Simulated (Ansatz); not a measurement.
Consider the cleavage of the Si–Sn bond: `[OH][SnH2][SiH2]Cl` + `CO[SiH2]S` → `CO[SiH2]S[SiH2]Cl` + `[OH][SnH3]`.

Program: Ansatz. Geometries: PBE0-D4/def2-TZVP. ΔE: electronic, gas phase. CBS: MP2 limit from def2 TZ/QZ plus the TZ coupled-cluster correction, frozen cores. This one scheme is used for every species. Functionals use def2-TZVPP. Elements past krypton have def2 core potentials. For Sn outer-core shells are correlated without core-valence functions, which leaves a few kJ/mol of doubt a bond. One conformer a species, not always the lowest.

Task: Is it downhill or uphill in electronic energy at CCSD(T)/CBS, and by how much? (Best estimate.)

Result: Ansatz gave: Downhill: ΔE = -12.0 kcal/mol.

Task: What do these levels give: ωB97X-V, PBE0, CCSD/def2-TZVPP, CCSD(T)/def2-TZVPP, HF/def2-QZVPP, SCS-MP2/def2-QZVPP? (An estimate is asked.)

Result: The calculation gave: ωB97X-V -12.7, PBE0 -10.0, CCSD/def2-TZVPP -12.0, CCSD(T)/def2-TZVPP -12.5, HF/def2-QZVPP -11.2, SCS-MP2/def2-QZVPP -13.0 kcal/mol.

Largest T1 diagnostic among the species: 0.014.

In def2-TZVPP, CCSD(T) changes the Hartree–Fock value by −1.2 kcal/mol (the triples alone add −0.6 kcal/mol) and MP2 by −2.8 kcal/mol. From PBE to PBE0 (25 % exact exchange), in def2-TZVPP and without D4, ΔE moves by −1.2 kcal/mol.
